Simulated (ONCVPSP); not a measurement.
# Before and after: ONCV potential for La

- Element: La
- Generator: ONCVPSP 4.0.1
- Type: optimised norm-conserving Vanderbilt (ONCV)
- Functional: LDA (Perdew-Wang 92)
- Relativity: scalar-relativistic
- Frozen core: [Kr] 4d10
- Valence charge: 11
- Reference configuration: 5s2 5p6 5d1 (charge +2)
- Partial waves: 5s: rc 2.60 bohr, ncon 4, nbas 8, qcut 4.8 1/bohr, 2 projectors, debl 2.6 Ha; 5p: rc 2.60 bohr, ncon 4, nbas 7, qcut 4.6 1/bohr, 1 projector; 5d: rc 3.80 bohr, ncon 3, nbas 8, qcut 3.3 1/bohr, 2 projectors, debl 2.1 Ha; f scattering state at 0.05 Ha: rc 3.00 bohr, ncon 4, nbas 8, qcut 3.6 1/bohr, 2 projectors, debl 1.9 Ha
- Local potential: polynomial inside 2.40 bohr (lpopt 5, dvloc0 0 Ha)
- Core correction: Teter function, fcfact 2, rcfact 1.2

In the s channel the program set the typed energies aside and used -1.902, 0.050 Ha. In the f channel the program set the typed energies aside and used -0.636, 1.264 Ha.

All-electron outer shells of the reference configuration (LDA (PZ), scalar-relativistic, ld1.x):

```csv
shell,level (eV),outermost node (bohr),outermost maximum (bohr)
5p,-35.08,0.83,1.58
5d,-14.87,0.95,2.16
```

Change: local potential polynomial inside 2.60 bohr (lpopt 5, dvloc0 0 Ha).

Cutoffs: the cutoffs (Ha) at which the residual kinetic energy of the hardest occupied pseudo-wave falls to 1 and 0.1 mHa per electron; they do not see the model core or the augmentation charge, which bear on the density cutoff. Errors are all-electron minus pseudo energies relative to the spin-unpolarised reference configuration.

How do hardness, ghosts and transferability respond?

The potential gets neither clearly harder nor softer (7.5 Ha and 9.1 Ha → 7.5 Ha and 9.1 Ha); a bound ghost appears in p, which as a rule spoils a file; the number of tests with a reliable result goes from 4 to 3; of the 3 tests that both files solve, the error grows in 1 and shrinks in 2 by more than 15 % and 0.3 meV (median size 14.7 → 4.0 meV); the range in which the s phases agree narrows (upper end 3.8 → 2.4); the range in which the p phases agree narrows (upper end 0.0 → -1.1). In the separable form a ghost depends on how the local part lies against the semilocal potential of the channel, so the choice of the local part can create or remove one.

| quantity | base | changed |
| --- | --- | --- |
| cutoff, loose | 7.5 Ha | 7.5 Ha |
| cutoff, tight | 9.1 Ha | 9.1 Ha |
| bound ghosts | none | p |
| GHOST(+) flags under 300 eV | s at 127.3 eV | none |
| tests with a reliable result | 4 of 4 | 3 of 4 |
| error for 5s2 5p6 5d1 6s2, meV [ΔE -17.30 eV] | -15 | +3.5 |
| error for 5s2 5p6 5d1 6s1, meV [ΔE -11.15 eV] | -6.1 | +4.0 |
| error for 5s2 5p6 5d0, meV [ΔE 19.10 eV] | +83 | +107 |
| s: phases at 2.64 bohr within 0.05 rad from the reference energy up to (Ha; the scan ends near 5) | 3.8 | 2.4 |
| p: phases at 2.64 bohr within 0.05 rad from the reference energy up to (Ha; the scan ends near 5) | 0.0 | -1.1 |
| d: phases at 3.85 bohr within 0.05 rad from the reference energy up to (Ha; the scan ends near 5) | -0.1 | -0.1 |
| f: phases at 3.05 bohr within 0.05 rad from the reference energy up to (Ha; the scan ends near 5) | -0.3 | -0.4 |
| rms error of d²Exc/dni dnj with the model core, mHa | 2.79 | 2.79 |

Base: The cutoffs count occupied waves only; projector 2 of the f channel, the hardest unoccupied one, needs 40 Ha at the loose tolerance. Changed file: The cutoffs count occupied waves only; projector 2 of the f channel, the hardest unoccupied one, needs 40 Ha at the loose tolerance. A true bound ghost makes a file unfit for plane-wave use even where its test errors are small: the radial tests pick states by their node count and pass the ghost by.
